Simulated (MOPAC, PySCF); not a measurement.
H$_{4}$B$_{2}$N$_{2}$, SMILES `BNB=N`, neutral singlet in the gas phase. 

Cartesian coordinates (Å):
SMILES: N(B=N)B
```xyz
8

B     -1.4865     0.0978     0.2520
N     -0.3517     0.0229    -0.5764
B      0.9819    -0.0645    -0.1242
N      2.1566    -0.1412     0.2567
H     -2.5665     0.1684    -0.2543
H     -1.3329     0.0884     1.4363
H     -0.4884     0.0313    -1.5772
H      3.0874    -0.2031     0.5872
```
Charge 0, multiplicity 1.

All levels are single points at this geometry (PBE0-D4/def2-TZVP); Pople sets use spherical d functions. Orbital energies aren't observables, and empty levels follow the basis.

HF/6-31G* in PySCF gives gap (eV) = 14.26.

### Question
Estimate the gap (eV) from each of these levels: B3LYP-D3(BJ)/def2-TZVP in PySCF; PBE0-D4/def2-TZVP in PySCF; B3LYP/6-31G* in PySCF; BP86/6-31G* in PySCF; M06-2X/6-31G* in PySCF; PBE/6-31G* in PySCF; SVWN5/6-31G* in PySCF; HF/3-21G in PySCF; AM1 in MOPAC; PM3 in MOPAC; PM6 in MOPAC; PM7 in MOPAC.

### Answer

```
level                            gap (eV)
-------------------------------  --------
B3LYP-D3(BJ)/def2-TZVP in PySCF      6.67
PBE0-D4/def2-TZVP in PySCF           7.14
B3LYP/6-31G* in PySCF                6.83
BP86/6-31G* in PySCF                 5.00
M06-2X/6-31G* in PySCF               9.65
PBE/6-31G* in PySCF                  4.98
SVWN5/6-31G* in PySCF                4.92
HF/3-21G in PySCF                   14.21
AM1 in MOPAC                        11.50
PM3 in MOPAC                        11.17
PM6 in MOPAC                        10.81
PM7 in MOPAC                         9.69
```
